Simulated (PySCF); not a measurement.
**How methods differ on the excitation energy of B**

B [He] 2s2 2p1 (2P) → B [He] 2s2 3s1 (2S), as a difference of total energies. All numbers are calculated (PySCF 2.14, the spin-free X2C one-electron Hamiltonian (Gaussian nucleus), in dyall-acv3z (15s9p4d2f, 76 functions)). Correlated levels: valence: 1s2 frozen; valence and next inner shell: nothing frozen; virtual orbitals above 40 to 60 times the deepest correlated orbital energy dropped. The calculations carry no spin-orbit coupling.

```tsv
method	excitation energy (cm⁻¹)	error (cm⁻¹)
UHF	40140	+111
LDA	42452	+2423
PBE	42504	+2475
PBE0	42563	+2533
r2SCAN	44449	+4419
r2SCAN0	44139	+4109
M06-L	44631	+4602
B97-3	43120	+3091
M06-2X	39571	-458
MP2 (valence)	40763	+733
SCS-MP2 (valence)	40622	+593
MP2 (valence and next inner shell)	40803	+774
SCS-MP2 (valence and next inner shell)	40606	+576
```

Reference: 40030 cm⁻¹ (measured; NIST levels, between the centres of gravity of the two terms).

Errors of the correlated levels include the incompleteness of this basis and the frozen core.

The promoted electron is Rydberg-like, and one or two diffuse shells describe it only roughly, which tends to raise the upper state.
